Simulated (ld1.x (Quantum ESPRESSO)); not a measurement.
Results of a calculation; reference values are marked as such.
Hardness and transferability of assorted potentials

Generated with ld1.x 7.5 (TM, RRKJ, ultrasoft, PAW), atompaw 4.2 or ONCVPSP 4.0.1. The cutoff is in Ry: for ld1.x and atompaw files where the sum of valence levels is converged to 10 mRy in a Bessel basis, for ONCV files where the hardest occupied wave has 1 mHa per electron of residual kinetic energy. The error is the largest all-electron minus pseudo excitation energy over each file’s own four to seven test configurations (ionisations up to +4, promotions, holes and added fractions of an electron), all of which were solved. The labels leave out finer settings (local radius, basis sizes, second energies), which also bear on the numbers. Spin-polarised tests are not counted. The rows are a selection from randomly drawn settings: files with unsolved tests, undetermined cutoffs or missed reference levels are left out.

```csv
element,potential,cutoff (Ry),largest error (meV),bound ghosts
B,"RRKJ, PW91, scalar-relativistic, rc 1.35/2.55 (sp), local smoothed, core correction yes, reference 2s2 2p1",25,+192,none
Ne,"ultrasoft, PBE, scalar-relativistic, rc 0.75/0.95/1.00 (spd), local d, core correction no, reference 2s2 2p6",90,+57,none
Mg,"TM, LDA (PZ), non-relativistic, rc 2.00/3.20/3.15 (spd), local p, core correction yes, reference 3s1.75 3p0",8,-11,none
S,"TM, LDA (PZ), non-relativistic, rc 1.00/1.50 (sp), local s, core correction no, reference 3s1.5 3p4.5",80,+538,none
Mo,"TM, PBE, scalar-relativistic, rc 1.65/1.70/1.45 (spd), local s, core correction no, reference 4s2 4p6 4d4 5s0 5p0",50,+1703,none
Sn,"TM semilocal, LDA (PZ), scalar-relativistic, rc 2.05/2.45/1.65 (spd), local d, core correction no, reference 4d10 5s2 5p2",80,+13,none
```

(1) Fill in the row for N: RRKJ, PBEsol, scalar-relativistic, rc 0.70/1.95/1.55 (spd), local p, core correction yes, reference 2s2 2p3.

(2) Fill in the row for Ge: TM, BLYP, scalar-relativistic, rc 1.90/2.40/2.30 (spd), local d, core correction yes, reference 4s2 4p2.

Results:

(1) cutoff 260 Ry, largest error +1388 meV, bound ghosts: none.

(2) cutoff 18 Ry, largest error -299 meV, bound ghosts: none.
